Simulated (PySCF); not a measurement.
**Polarisability and C₆ of Cd²⁺ (cadmium, charge +2)**

[Kr] 4d10, closed-shell 1S. Calculation: PySCF 2.14, in aug-cc-pVTZ-PP with one added diffuse shell each of s, p, d, f, g type with ECP28MDF (7s7p6d4f3g, 113 functions); scalar relativity through the core potential. Coupled (time-dependent) response in atomic units; α is the mean over directions.

```
 method  mean α (bohr³)  C₆ (like pair)  S(−4)
    UHF           4.891           24.17  4.504
    PBE           5.668           28.64  7.122
   PBE0           5.403           27.14  6.110
wB97M-V           5.477           27.49  6.488
```

S(−4) is the Cauchy moment in α(ω) = α(0) + S(−4) ω² + …

α(iu) at PBE0:

```csv
u (hartree),α(iu) (bohr³)
0,5.403
0.0500,5.388
0.100,5.343
0.200,5.176
0.300,4.935
0.500,4.364
0.750,3.680
1.00,3.109
1.50,2.271
2.00,1.711
3.00,1.049
5.00,0.4915
```

A single London oscillator, α(iu) = α/(1 + u²/ω²), gives C₆ = (3/4) ω α². Matching the computed C₆ needs ω = 4 × 27.14 / (3 × 5.403²) = 1.24 hartree.

For an ion, C₆ is the dispersion term alone; charge-induced terms of lower order in 1/R come first.

Energies and moments cover only the electrons outside the core potential.
